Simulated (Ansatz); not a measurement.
Mulliken charges of AlFH3NSi, SMILES `[F][Al]1[NH][SiH2]1` from PBE/def2-TZVPP in Ansatz (PBE0-D4/def2-TZVP geometry).

```tsv
atom	x (Å)	y (Å)	z (Å)	charge (e)
F1	-0.255	-2.720	1.376	-0.282
Al2	-0.278	-1.260	0.624	0.449
N3	0.912	-0.081	0.073	-0.304
Si4	-0.572	0.749	-0.424	0.160
H5	1.869	0.218	-0.036	0.116
H6	-0.857	2.058	0.232	-0.070
H7	-0.757	0.967	-1.889	-0.070
```

Q: By hand: the dipole of these point charges (1 e Å = 4.8032 D).

A: Σ q r = (-0.092, 0.159, -0.086) e Å, of length 0.203 e Å = 0.98 D.

Q: How does the dipole of the full density compare? (Best estimate.)

A: Ansatz gave: (0.157, 0.144, -0.067) e Å, 1.07 D; the point charges give 0.92 times that, at 72° from its direction.

Point charges leave out the atoms' own dipoles, such as those of lone pairs, and Mulliken's split depends on the basis, so the two needn't agree.
